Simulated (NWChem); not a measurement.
Molecule: MgCl, doublet; SMILES [Mg][Cl]

```xyz
2

Mg     0.0000     0.0000    -1.2917
Cl     0.0000     0.0000     0.9188
```
Atoms are numbered in this order, from 1.

Coordinates come from a PBE0-D3(BJ)/def2-TZVP, spin-unrestricted optimisation. The spin multiplicity was typed, not searched, and may not be the lowest. No stability test was run on the SCF state.

Task: List the 4 lowest vertical excitations from BHandHLYP/aug-cc-pVDZ, spin-unrestricted, TDA (NWChem).

Result: 
```
state    energy (eV)  oscillator strength  <S²>
-------  -----------  -------------------  ----
state 1         3.45                0.204  0.75
state 2         3.45                0.204  0.75
state 3         4.49                0.022  0.84
state 4         4.49                0.022  0.84
```
